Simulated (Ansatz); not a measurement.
A structure relaxed at PBE-D4/def2-TZVPD in Ansatz, charge -1, doublet:

```xyz
6

Ni    0.1584    1.4254   -0.6042
Ni    0.3123   -0.7678    0.1680
H    -0.6581   -1.9159    0.4491
H    -0.8113    2.6321   -0.6835
H     1.3210    0.2339   -0.6070
H    -0.3222   -1.6077    1.2775
```

Give its formula and point group.

the cluster Ni₂H₄⁻. Point group Cs (tolerance 0.1 Å).

Summarise the bond lengths by kind (pairs closer than 1.2 times the sum of covalent radii, bridged metal pairs left out).

5 × H–Ni 1.53 to 1.66 Å.

The highest occupied level of the charge -1 doublet lies above zero (up to 1.04 eV). The electron is either unbound and held by the finite basis, or the level is raised by self-interaction error. In the doublet, H3 and H6 lie 0.95 Å apart (atoms count from 1), so these atoms are partly bonded to each other. Another isomer (quartet) lies 0.17 eV lower at PBE0-D4/def2-TZVPD; other spin states weren't run for this one.
